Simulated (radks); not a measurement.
Question: These are the eigenvalues of the occupied orbitals of an atom or ion with whole-number occupations (eV). Method: scalar-relativistic Kohn-Sham, SCAN, spin-polarised, spherical densities, finite nucleus; meta-GGA in the generalised Kohn-Sham scheme; Fermi nuclear charge, rms radius of each element as measured or else 0.836 A^(1/3) + 0.57 fm; computed with a radial shooting solver on a logarithmic mesh with Libxc functionals.

| orbital | eigenvalue |
|---|---|
| 1s up | -17004.28 |
| 1s down | -16998.84 |
| 2s up | -3168.141 |
| 2s down | -3164.851 |
| 2p up | -2932.810 |
| 2p down | -2927.121 |
| 3s up | -1159.783 |
| 3s down | -1138.429 |
| 3p up | -1082.082 |

Which element is it, and in what charge state? The configuration may be excited. Open shells, if any, are filled with parallel spins first.

Answer: Z = 38, strontium, charge +23: Sr23+ in [Ne] 3s2 3p3. The list shows which subshells hold electrons but not how many an open one holds; the 1s level, -624.9 hartree, gives Z - s = 35.4 by -(Z - s)^2/2, which with screening and relativity narrows Z to a few neighbours, and the depths of the outer levels then fix element, charge and occupations together.
